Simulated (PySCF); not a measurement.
A structure optimised at PBE-D3(BJ)/def2-SVP, used in a PySCF frequency run:

```xyz
11

F     -1.1098    -1.3806     0.3656
C     -0.9763    -0.2698    -0.4222
Cl    -1.1162     1.2113     0.6217
C      0.3540    -0.2926    -1.1464
Si     1.9099    -0.2305    -0.0317
H     -1.8499    -0.2247    -1.1060
H      0.3981     0.5567    -1.8589
H      0.3897    -1.2242    -1.7520
H      1.7665    -1.1525     1.1434
H      3.0719    -0.6865    -0.8727
H      2.1821     1.1666     0.4428
```
Charge 0, spin multiplicity 1.

**Question.** Write its SMILES and formula.

**Answer.** F[C@@H](Cl)C[SiH3], C2H6ClFSi

**Question.** What are its rotational constants (standard atomic weights)?

**Answer.** 4.0612, 2.0043, 1.6204 GHz
